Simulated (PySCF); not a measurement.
# Two-photon absorption: SMILES c1cc2nn[se]c2cn1, C5H3N3Se

Cartesian coordinates in Å; atom numbers follow the order of the lines, from 1:
```xyz
12

C    -1.9312   -0.9940    0.1146
C    -0.6114   -1.2913   -0.1882
C     0.2409   -0.2125   -0.4405
N     1.5826   -0.3171   -0.7565
N     2.2174    0.7214   -0.9549
Se    1.0974    2.2977   -0.7579
C    -0.2618    1.1061   -0.3794
C    -1.6198    1.2785   -0.0619
N    -2.4183    0.2542    0.1754
H    -2.6430   -1.7996    0.3211
H    -0.2373   -2.3149   -0.2320
H    -2.0603    2.2794   -0.0013
```

Computed with TDDFT CAM-B3LYP/aug-cc-pVDZ excited states, vertical, gas phase (PySCF). Geometry: PBE0-D3(BJ)/def2-SVP.

The calculation is non-relativistic, which matters for the atoms heavier than Zn.

(1) How strongly do the lowest singlets absorb one photon, and two photons of half the energy?

## Answers

(1) δ for parallel linear polarisation; σ at the peak of a Lorentzian of half width 0.1 eV, single beam; Ω is circular over linear.
| state | E (eV) | f | photon λ (nm) | δ (au) | σ (GM) | Ω | main |
| --- | --- | --- | --- | --- | --- | --- | --- |
| S1 | 3.52 | 0.001 | 705 | <0.1 | 0.00 | – | HOMO−1→LUMO 0.93 |
| S2 | 3.97 | 0.030 | 625 | 11.6 | 0.07 | 1.00 | HOMO→LUMO 0.82, HOMO−1→LUMO+1 0.13 |
| S3 | 4.32 | 0.000 | 574 | 1.36 | 0.01 | 1.50 | HOMO→LUMO+1 0.88 |
| S4 | 4.60 | 0.002 | 539 | 1.57 | 0.01 | 1.50 | HOMO−2→LUMO 0.86 |
| S5 | 5.22 | 0.099 | 475 | 75.1 | 0.75 | 0.41 | HOMO−1→LUMO+1 0.36, HOMO→LUMO+2 0.20 |
| S6 | 5.51 | 0.021 | 450 | 34.9 | 0.39 | 1.47 | HOMO−3→LUMO 0.25, HOMO−4→LUMO 0.23 |

Among these, the strongest one-photon state is S5, the strongest two-photon state S5, with a dipole change of 1.2 D (relaxed, norm of the difference vector).
